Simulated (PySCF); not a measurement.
**Mo²⁺ (molybdenum, charge +2) across methods**

[Kr] 4d3 5p1, one real determinant (an excited configuration). Computed with PySCF 2.14 in x2c-TZVPPall (8s6p6d2f1g, 79 functions), with scalar relativity by spin-free X2C-1e. The B2PLYP total includes its PT2 part (frozen core); its orbital energies are those of the SCF part.

```
 method  E (hartree)  mean ε 4p β (eV)  mean ε 4d α (eV)  mean ε 5p α (eV)  Σ⟨r²⟩ (bohr²)   ⟨S²⟩
 M06-2X     -4047.42           -65.150           -29.168           -16.483          38.93  6.001
    PBE     -4046.75           -60.158           -26.024           -15.181          38.87  6.001
    LDA     -4042.37           -60.412           -25.977           -15.263          38.75  6.000
 B2PLYP     -4046.62           -64.849           -29.315           -16.096          39.19  6.002
 r2SCAN     -4047.15           -60.953           -26.501           -15.205          38.81  6.002
    UHF  -4045.07111           -68.532           -32.283           -16.973          39.66  6.004
   PBE0     -4046.83           -62.611           -27.785           -15.743          38.92  6.001
LC-wPBE     -4046.75           -65.377           -30.641           -17.635          38.84  6.001
```

(1) Estimate the same row for wB97X.

⟨L²⟩ = 14.01 against 20 for a pure G term, so this real determinant mixes terms.

Results:

(1) E (hartree) = -4047.24; mean ε 4p β (eV) = -65.125; mean ε 4d α (eV) = -30.049; mean ε 5p α (eV) = -17.214; Σ⟨r²⟩ (bohr²) = 38.99; ⟨S²⟩ = 6.001.
